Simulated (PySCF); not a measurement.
# Radial density of Cr²⁺ (chromium, charge +2)

UHF, [Ar] 3d4, high-spin 5D determinant. Computed with PySCF 2.14 in cc-pVDZ-DK (6s5p3d1f, 43 functions), with the spin-free X2C one-electron Hamiltonian (Gaussian nucleus).

```
r (bohr)  4πr²ρ (e/bohr)  4πr²(ρα − ρβ)
0.000867          0.1252         0.0000
 0.00146          0.3201         0.0000
 0.00245          0.8054         0.0000
 0.00413           1.971         0.0000
 0.00694           4.609        -0.0001
  0.0117           9.928        -0.0001
  0.0196           18.53        -0.0002
  0.0330           27.13        -0.0001
  0.0556           27.52         0.0009
  0.0935           21.88         0.0090
   0.157           28.31         0.0739
   0.264           27.52         0.4688
   0.445           10.90         1.7662
   0.748           13.34         3.1944
    1.26           6.928         2.3347
    2.12          0.9028         0.6216
    3.56         0.04043         0.0393
```

Densities and radii are taken from the X2C orbitals without a picture-change correction, which distorts them close to the nucleus.
